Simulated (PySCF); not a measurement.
Two-photon absorption: 3-ethynyltoluene (C#Cc1cccc(C)c1, C9H8)

Geometry:
```json
{"atom": "C1", "x (Å)": "3.683", "y (Å)": "0.569", "z (Å)": "0.299"}
{"atom": "C2", "x (Å)": "2.472", "y (Å)": "0.503", "z (Å)": "0.336"}
{"atom": "C3", "x (Å)": "1.045", "y (Å)": "0.427", "z (Å)": "0.379"}
{"atom": "C4", "x (Å)": "0.286", "y (Å)": "1.515", "z (Å)": "0.836"}
{"atom": "C5", "x (Å)": "-1.101", "y (Å)": "1.421", "z (Å)": "0.873"}
{"atom": "C6", "x (Å)": "-1.740", "y (Å)": "0.254", "z (Å)": "0.460"}
{"atom": "C7", "x (Å)": "-1.004", "y (Å)": "-0.845", "z (Å)": "-0.002"}
{"atom": "C8", "x (Å)": "-1.700", "y (Å)": "-2.094", "z (Å)": "-0.460"}
{"atom": "C9", "x (Å)": "0.387", "y (Å)": "-0.744", "z (Å)": "-0.035"}
{"atom": "H10", "x (Å)": "4.755", "y (Å)": "0.628", "z (Å)": "0.266"}
{"atom": "H11", "x (Å)": "0.794", "y (Å)": "2.426", "z (Å)": "1.159"}
{"atom": "H12", "x (Å)": "-1.692", "y (Å)": "2.267", "z (Å)": "1.230"}
{"atom": "H13", "x (Å)": "-2.831", "y (Å)": "0.193", "z (Å)": "0.496"}
{"atom": "H14", "x (Å)": "-2.423", "y (Å)": "-2.447", "z (Å)": "0.292"}
{"atom": "H15", "x (Å)": "-0.987", "y (Å)": "-2.907", "z (Å)": "-0.653"}
{"atom": "H16", "x (Å)": "-2.263", "y (Å)": "-1.914", "z (Å)": "-1.390"}
{"atom": "H17", "x (Å)": "0.986", "y (Å)": "-1.587", "z (Å)": "-0.387"}
```

Computed, not measured: TDDFT CAM-B3LYP/aug-cc-pVDZ excited states, vertical, gas phase in PySCF 2.14.0. Geometry: PBE0-D3(BJ)/def2-SVP.

Singlets 7 and 8 lie within 0.01 eV of each other, so their separate moments and overlaps can depend on how they mix.

Give the one- and two-photon strengths of the lowest singlets.

δ for parallel linear polarisation; σ at the peak of a Lorentzian of half width 0.1 eV, single beam; Ω is circular over linear.
```
state  E (eV)      f  photon λ (nm)  δ (au)  σ (GM)     Ω                                 main
   S1    5.04  0.021            492    18.3    0.17  1.50   HOMO−1→LUMO 0.48, HOMO→LUMO+4 0.32
   S2    5.20  0.266            477    11.9    0.12  0.62     HOMO→LUMO 0.77, HOMO−1→LUMO 0.08
   S3    5.59  0.000            443    0.49    0.01  1.50                     HOMO−2→LUMO 0.87
   S4    6.04  0.005            410    6.72    0.09  1.50   HOMO→LUMO+1 0.73, HOMO→LUMO+2 0.11
   S5    6.14  0.000            404    5.65    0.08  1.50  HOMO→LUMO+10 0.25, HOMO→LUMO+9 0.19
   S6    6.26  0.372            396    9.67    0.14  1.42   HOMO→LUMO+4 0.52, HOMO−1→LUMO 0.34
```

Among these, the strongest one-photon state is S6, the strongest two-photon state S1, with a dipole change of 0.2 D (relaxed, norm of the difference vector).
